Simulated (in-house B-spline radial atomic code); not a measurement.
Atomic self-consistent-field run: the manganese ion Mn³⁺. Level of theory: scalar-relativistic (X2C) SCAN, spin-polarised, spherical fractional occupations, Fermi nucleus of rms radius 3.7057 fm; calculated with a radial B-spline atomic code at the basis-set limit.

Command:
```bash
python run_scf.py task.json out
```
Settings (nuclear radius in fm, mass in u):
```
Z                25
configuration    [Ar] 3d4
hamiltonian      x2c
method           scan,scan
spin_polarised   True
nucleus          fermi
rms_radius       3.7057
atomic_mass      54.93804
speed_of_light   137.035999084
```

Output (hartree, bohr):
```
 radial grid: 68 intervals, B-splines of order 8, outer radius 18.6486 bohr

 iter        energy (Eh)    residual
    1       -1156.550008    5.27e-02
    2       -1156.553685    1.81e-03
    3       -1156.553713    7.20e-04
    4       -1156.553714    3.86e-04
    5       -1156.553714    2.69e-05
    6       -1156.553714    7.83e-06
    7       -1156.553714    3.27e-06
    8       -1156.553714    6.01e-07
    9       -1156.553714    2.39e-08

 total energy                     -1156.55371
 kinetic                            1171.2797
 electron-nucleus                  -2733.8331
 Hartree                             457.6856
 exchange-correlation                -51.6860

 orbital      occ     eigenvalue          <r>       <r^2>       <1/r>       r_max
 1s up      1.000      -238.2833    0.0606195   0.0049561     25.2347     0.03954
 1s down    1.000      -238.2841    0.0606196  0.00495609     25.2346     0.03954
 2s up      1.000       -29.0396     0.278905   0.0919888     5.36386      0.2323
 2s down    1.000       -28.9379     0.278182   0.0914756     5.37789      0.2321
 2p up      3.000       -24.7438     0.247213   0.0752049     5.20323      0.1885
 2p down    3.000       -24.6680     0.246411   0.0746652     5.21598      0.1883
 3s up      1.000        -4.6740     0.842101    0.815623     1.68299      0.7343
 3s down    1.000        -4.4458     0.847426    0.826789     1.66911      0.7352
 3p up      3.000        -3.4633     0.886267    0.919919     1.54613       0.749
 3p down    3.000        -3.2387     0.893706    0.936484     1.53096      0.7513
 3d up      4.000        -1.5848      1.02789     1.31566     1.24969      0.7404
```

Time taken, with all properties: 0.37 s on 1 thread of Intel(R) Xeon(R) 6975P-C, with other jobs on the host.
